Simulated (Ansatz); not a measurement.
## Molecular dynamics of Si$_{16}$O

The input (input.yaml):

```yaml
crystal:
  lattice:
    - [0.0, 5.43, 5.43]
    - [5.43, 0.0, 5.43]
    - [5.43, 5.43, 0.0]
  atoms:
    - { symbol: Si, position: [-0.01901703, -0.03911557, 0.03261394] }
    - { symbol: Si, position: [0.07785858, 0.13180865, 0.12557852] }
    - { symbol: Si, position: [-0.00795822, 0.03596709, 0.48785508] }
    - { symbol: Si, position: [0.1004148, 0.13470867, 0.65553634] }
    - { symbol: Si, position: [-0.01858137, 0.50934721, 0.0022397] }
    - { symbol: Si, position: [0.17237089, 0.60882657, 0.08686203] }
    - { symbol: Si, position: [-0.00831095, 0.48614141, 0.47708796] }
    - { symbol: Si, position: [0.12121178, 0.66848193, 0.66256843] }
    - { symbol: Si, position: [0.44384295, 0.00528342, 0.06072247] }
    - { symbol: Si, position: [0.58701896, 0.16607189, 0.1346454] }
    - { symbol: Si, position: [0.49031791, 0.01155683, 0.50153574] }
    - { symbol: Si, position: [0.58775202, 0.09583622, 0.6828797] }
    - { symbol: Si, position: [0.5618433, 0.50864003, -0.04270204] }
    - { symbol: Si, position: [0.61103603, 0.64457775, 0.12494059] }
    - { symbol: Si, position: [0.45727241, 0.48683634, 0.52437779] }
    - { symbol: Si, position: [0.63290947, 0.64194085, 0.56958602] }
    - { symbol: O, position: [0.99801883, 0.62337965, 0.57282384], spin: 1.0 }
magnetization:
  spin_polarized: true
basis:
  ecutwfc: 420.0
kpoints:
  mp_grid: { grid: [2, 2, 2] }
hamiltonian:
  xc: pbesol
scf:
  occupations: { method: fermi_dirac, width: 0.05 }
  lower_state_search: "off"
md:
  timestep: 1
  n_steps: 100
  ensemble: nvt_nose_hoover
  temperature: 840.0
  initial_velocities: maxwell_boltzmann
  seed: 357478
  nose_hoover: { tau: 200.0, chain_length: 3 }
```

Run as:

```bash
$ ansatz run input.yaml --threads 1 --pin off --max-ram 3072MiB --backend cpu --events-out ev --progress --plain --runs-dir out
```

It goes on from the last frame of an earlier run, with new velocities.

Output, in part (warnings, step lines):

```
WARN: the starting moments were not kept: the SCF closed with an absolute magnetisation of 4.2e-6 μB, where they sum to 1 μB in size (1 site). That is at most 0.1 of that sum. Measured as dr2_m measures the in/out step, that magnetisation stands 6.8e-13 eV from none, at or under the dr2_threshold …
md step     0: t =     0.00 fs  T =   840.0 K  F+E_penalty+E_count = -10500.89464652 eV  E_kin = 1.737254 eV  conserved = -10499.15739213 eV  (15 SCF iters)
md step     1: t =     1.00 fs  T =   838.2 K  F+E_penalty+E_count = -10500.89101341 eV  E_kin = 1.733610 eV  conserved = -10499.15740295 eV  (7 SCF iters)
md step     2: t =     2.00 fs  T =   838.3 K  F+E_penalty+E_count = -10500.89109583 eV  E_kin = 1.733726 eV  conserved = -10499.15736979 eV  (7 SCF iters)
md step     3: t =     3.00 fs  T =   840.3 K  F+E_penalty+E_count = -10500.89524516 eV  E_kin = 1.737939 eV  conserved = -10499.15730720 eV  (7 SCF iters)
md step     4: t =     4.00 fs  T =   844.7 K  F+E_penalty+E_count = -10500.90429264 eV  E_kin = 1.747060 eV  conserved = -10499.15723357 eV  (7 SCF iters)
md step     5: t =     5.00 fs  T =   852.0 K  F+E_penalty+E_count = -10500.91927697 eV  E_kin = 1.762111 eV  conserved = -10499.15716645 eV  (7 SCF iters)
md step     6: t =     6.00 fs  T =   862.6 K  F+E_penalty+E_count = -10500.94117467 eV  E_kin = 1.784054 eV  conserved = -10499.15711993 eV  (7 SCF iters)
md step     7: t =     7.00 fs  T =   876.9 K  F+E_penalty+E_count = -10500.97067774 eV  E_kin = 1.813569 eV  conserved = -10499.15710326 eV  (7 SCF iters)
[... lines left out ...]
md step   100: t =   100.00 fs  T =   700.4 K  F+E_penalty+E_count = -10500.73514977 eV  E_kin = 1.448539 eV  conserved = -10499.15743107 eV  (6 SCF iters)
```

The steps, from the saved trajectory:

```tsv
time (fs)	T (K)	potential energy less start (eV)	conserved less start (meV/atom)
0.0	840	0.000	0.00
3.0	840	-0.001	0.00
6.0	863	-0.047	0.02
9.0	917	-0.158	0.01
12.0	999	-0.329	-0.01
15.0	1090	-0.518	-0.03
18.0	1166	-0.677	-0.04
21.0	1212	-0.773	-0.04
24.0	1226	-0.803	-0.03
27.0	1217	-0.785	-0.02
30.0	1199	-0.752	-0.01
33.0	1184	-0.723	-0.01
36.0	1171	-0.699	-0.02
39.0	1151	-0.663	-0.02
42.0	1120	-0.603	-0.02
45.0	1086	-0.537	0.00
48.0	1065	-0.498	0.00
51.0	1062	-0.496	-0.01
54.0	1064	-0.505	-0.02
57.0	1054	-0.491	-0.03
60.0	1025	-0.436	-0.03
63.0	981	-0.350	-0.02
66.0	935	-0.260	0.00
69.0	902	-0.199	0.01
72.0	894	-0.187	0.01
75.0	910	-0.226	0.00
78.0	937	-0.288	-0.02
81.0	955	-0.330	-0.04
84.0	944	-0.315	-0.03
87.0	910	-0.250	-0.02
90.0	871	-0.175	-0.01
93.0	833	-0.102	-0.02
96.0	784	-0.007	-0.03
99.0	722	0.117	-0.01
```

The run went to its last step. The conserved energy stayed within 0.042 meV per atom of its start (net change -0.0023 meV per atom), so the integration is sound. The mean temperature of the second half is 10 % above the set value. A run of 0.1 ps of so small a system gives no equilibrium averages. Limits of this set-up: coarse k mesh.

Mean squared displacements from the first frame to the last, about the centre of mass: Si 0.31 Å², O 0.58 Å².

Last frame:

```xyz
17
Lattice="0.0000 5.4300 5.4300 5.4300 0.0000 5.4300 5.4300 5.4300 0.0000" Properties=species:S:1:pos:R:3
Si 0.339 0.100 0.317
Si 1.716 1.469 1.566
Si 3.280 2.814 0.302
Si 4.364 4.312 1.859
Si 2.835 -0.151 2.656
Si 3.834 1.131 4.281
Si 5.233 2.121 2.800
Si 7.398 3.794 4.245
Si 0.100 2.789 2.395
Si 1.073 4.540 3.761
Si 2.491 5.827 2.571
Si 4.272 6.679 3.908
Si 2.364 2.947 5.032
Si 3.977 3.877 6.449
Si 5.472 4.962 5.069
Si 6.530 6.792 6.259
O 6.526 7.870 9.180
```

Run time: 28 min on 1 thread of Arm Neoverse V1, with other jobs on the host, peak memory 0.68 GiB.
